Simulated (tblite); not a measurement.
Parent: `[CH3:1][PH:2][CH2:3][CH2:4][C:5]([F:6])([F:7])[F:8]` with C1–P2–C3–C4 -171°, P2–C3–C4–C5 -178°, C4H8F3P.

The geometries are computed with GFN2-xTB (gas phase). One conformer each, not checked by frequencies here.

```json
{"coordinate of the parent": "C1–P2", "value": "1.849 Å"}
{"coordinate of the parent": "P2–C3", "value": "1.871 Å"}
{"coordinate of the parent": "C3–C4", "value": "1.526 Å"}
{"coordinate of the parent": "C4–C5", "value": "1.515 Å"}
{"coordinate of the parent": "C5–F6", "value": "1.342 Å"}
{"coordinate of the parent": "C5–F7", "value": "1.343 Å"}
{"coordinate of the parent": "C5–F8", "value": "1.342 Å"}
{"coordinate of the parent": "C1–P2–C3", "value": "97.4°"}
{"coordinate of the parent": "P2–C3–C4", "value": "110.9°"}
{"coordinate of the parent": "C3–C4–C5", "value": "110.9°"}
{"coordinate of the parent": "C4–C5–F6", "value": "112.6°"}
{"coordinate of the parent": "C4–C5–F7", "value": "112.4°"}
{"coordinate of the parent": "C4–C5–F8", "value": "112.2°"}
{"coordinate of the parent": "F6–C5–F7", "value": "106.4°"}
{"coordinate of the parent": "F6–C5–F8", "value": "106.4°"}
{"coordinate of the parent": "F7–C5–F8", "value": "106.4°"}
```

**Question.** How does the shared frame change in `[CH3:1][P:2]([CH2:3][CH2:4][C:5]([F:6])([F:7])[F:8])[C:9]([F:10])([F:11])[F:12]` with C1–P2–C3–C4 170°, P2–C3–C4–C5 168°, C5H7F6P? Atoms pair as C1 = C1, P2 = P2, C3 = C3, C4 = C4, C5 = C5, F6 = F8, F7 = F6, F8 = F7 (parent first).

**Answer.** 
| parent | relative | value in the relative | change |
| --- | --- | --- | --- |
| C1–P2 | C1–P2 | 1.842 Å | -0.007 |
| P2–C3 | P2–C3 | 1.864 Å | -0.007 |
| C3–C4 | C3–C4 | 1.529 Å | +0.003 |
| C4–C5 | C4–C5 | 1.517 Å | +0.002 |
| C5–F6 | C5–F8 | 1.343 Å | +0.001 |
| C5–F7 | C5–F6 | 1.342 Å | -0.001 |
| C5–F8 | C5–F7 | 1.339 Å | -0.003 |
| C1–P2–C3 | C1–P2–C3 | 98.5° | +1.1 |
| P2–C3–C4 | P2–C3–C4 | 112.3° | +1.4 |
| C3–C4–C5 | C3–C4–C5 | 110.3° | -0.6 |
| C4–C5–F6 | C4–C5–F8 | 112.1° | -0.5 |
| C4–C5–F7 | C4–C5–F6 | 112.4° | 0.0 |
| C4–C5–F8 | C4–C5–F7 | 112.3° | +0.1 |
| F6–C5–F7 | F8–C5–F6 | 106.3° | -0.1 |
| F6–C5–F8 | F8–C5–F7 | 106.6° | +0.2 |
| F7–C5–F8 | F6–C5–F7 | 106.7° | +0.3 |

Of the parent's bonds, C1–P2 and P2–C3 change most and about equally (-0.007 Å). Bonds of the relative outside the shared frame: P2–C9 1.895, C9–F10 1.338, C9–F11 1.341, C9–F12 1.344 Å. Point group C1 → C1.
